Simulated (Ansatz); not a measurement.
A run for Ansatz (a quantum-chemistry and plane-wave program): R-wB97X-V/def2-TZVPP on GeH4O2 (SMILES [OH][GeH2][OH]), a point of a torsion scan.

Ansatz 0.2 input:
```yaml
crystal:
  periodic: [false, false, false]
  atoms:
    - {symbol: O, position_ang: [1.35301799, 0.51323598, 0.19305919]}
    - {symbol: Ge, position_ang: [-0.01779515, -0.54225726, -0.05256239]}
    - {symbol: O, position_ang: [0.70349887, -2.06181550, -0.42991912]}
    - {symbol: H, position_ang: [1.25646377, 1.43953042, -0.00881391]}
    - {symbol: H, position_ang: [-0.79894437, -0.65269644, 1.22506852]}
    - {symbol: H, position_ang: [-0.83474954, -0.10226055, -1.23415204]}
    - {symbol: H, position_ang: [1.64903791, -2.09084027, -0.29333118]}
basis:
  gaussian:
    orbitals: def2-TZVPP
hamiltonian:
  xc: {name: wB97X-V}
scf: {lower_state_search: off}
```

Output:

```
WARN ansatz: RAYON_NUM_THREADS=1 ignored (pool sized by the plan → 1); use --threads N
Functional definition: wB97X-V
these checks for a lower state are left out or cut short: stability, starts, cluster_reference, orbital_swaps, neighbouring_geometries, increment
integrals: 0.10 GiB planned
927 factors; their error is unknown
integrals: 0.13 GiB planned
199 factors; integrals over basis functions are off by at most 5.4e-6 eV
mean field: 0.87 GiB planned
mean field evaluation 1: about -60666.9789 eV, gradient 6.7e1 eV
mean field evaluation 2: about -60664.7708 eV, gradient 7.8e1 eV
mean field evaluation 4: about -60673.7368 eV, gradient 1.4e0 eV
mean field evaluation 8: about -60673.9223 eV, gradient 5.6e-2 eV
mean field evaluation 16: about -60673.9223 eV, gradient 4.6e-6 eV
mean field -60673.92227775 eV, -2229.7255174456 hartree, gradient 4.6e-6 eV, S^2 0.000000; 0 other end points of the search recorded, 0 dependent functions left out
reference -60673.92227615 eV, -2229.7255173871 hartree; 26, 26 occupied and 140, 140 virtual orbitals, 927 factors
Total energy: -60673.92227615 eV, -2229.7255173871 hartree
Checks for a lower state left out: stability, starts, cluster_reference, orbital_swaps, neighbouring_geometries, increment
```

The run converged.

Cost: about 5 core-seconds (a rough figure).
